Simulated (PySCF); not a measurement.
A GIAO shielding run with PySCF 2.14.0 with density-fitted response routines (density fitting, non-relativistic, gas phase) on `InChI=1S/C2H11BN2/c1-5(2)3-4/h5H,3-4H2,1-2H3`:

```
$ OMP_NUM_THREADS=1 python probes_run.py task.json out

{"job": {"kind": "nmr", "xc": "OPBE", "basis": "pcSseg-1", "pop": false}, "charge": 0, "multiplicity": 1}
C     -0.718817     1.746004     0.362229
N     -0.397095     0.320333     0.319565
C     -1.498492    -0.506784    -0.163454
B      1.030849     0.048918    -0.538138
N      2.096716     0.832595     0.151275
H      0.182862     2.272359     0.702424
H     -0.963322     2.079641    -0.655861
H     -1.568539     1.953841     1.031898
H     -0.145528     0.028727     1.265917
H     -2.412315    -0.359727     0.433742
H     -1.194852    -1.560939    -0.133358
H     -1.701961    -0.240410    -1.209897
H      0.732358     0.436029    -1.670666
H      1.146515    -1.176813    -0.459660
H      2.827562     0.283740     0.588861
H      2.537580     1.555642    -0.405011
```

Hardware: 1 thread of an Arm Neoverse V1, shared host.

**Question.** How large is the calculation?

**Answer.** 42 electrons, 140 basis functions and 712 auxiliary functions.

**Question.** How long does it take, and how much memory does it need?

**Answer.** 19 s of wall time, with 14 SCF cycles; peak memory 0.6 GiB. Times on a shared host scatter by some tens of per cent.

**Question.** And these other runs on the same molecule and hardware: GIAO shielding at B3LYP/pcSseg-1; GIAO shielding at B97-D/pcSseg-1; GIAO shielding at BLYP/pcSseg-1; GIAO shielding at BP86/pcSseg-1; GIAO shielding at HF/pcSseg-1; GIAO shielding at KT2/pcSseg-1?

**Answer.** B3LYP/pcSseg-1: 140 functions, 12 s; B97-D/pcSseg-1: 140 functions, 19 s; BLYP/pcSseg-1: 140 functions, 20 s; BP86/pcSseg-1: 140 functions, 18 s; HF/pcSseg-1: 140 functions, 5.5 s; KT2/pcSseg-1: 140 functions, 19 s.
